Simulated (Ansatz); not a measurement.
Mulliken charges of `[PH3+][B-](Cl)(Cl)Cl` from r2SCAN/def2-TZVPP in Ansatz (PBE0-D4/def2-TZVP geometry).

```json
{"atom": "P1", "x (Å)": "-0.529", "y (Å)": "-0.262", "z (Å)": "0.715", "charge (e)": "0.221"}
{"atom": "B2", "x (Å)": "0.620", "y (Å)": "0.279", "z (Å)": "-0.819", "charge (e)": "0.169"}
{"atom": "Cl3", "x (Å)": "2.308", "y (Å)": "0.292", "z (Å)": "-0.130", "charge (e)": "-0.198"}
{"atom": "Cl4", "x (Å)": "0.332", "y (Å)": "-1.015", "z (Å)": "-2.070", "charge (e)": "-0.198"}
{"atom": "Cl5", "x (Å)": "-0.010", "y (Å)": "1.925", "z (Å)": "-1.286", "charge (e)": "-0.199"}
{"atom": "H6", "x (Å)": "-0.485", "y (Å)": "0.591", "z (Å)": "1.830", "charge (e)": "0.069"}
{"atom": "H7", "x (Å)": "-0.241", "y (Å)": "-1.521", "z (Å)": "1.269", "charge (e)": "0.068"}
{"atom": "H8", "x (Å)": "-1.903", "y (Å)": "-0.347", "z (Å)": "0.436", "charge (e)": "0.069"}
```

By hand: the dipole of these point charges (1 e Å = 4.8032 D).

Σ q r = (-0.714, -0.337, 0.954) e Å, of length 1.238 e Å = 5.95 D.

How does the dipole of the full density compare? (An estimate is asked.)

The calculation gave: (-0.666, -0.314, 0.889) e Å, 5.54 D; the point charges give 1.07 times that, at 0° from its direction.

Point charges leave out the atoms' own dipoles, such as those of lone pairs, and Mulliken's split depends on the basis, so the close match here is no proof of good charges.
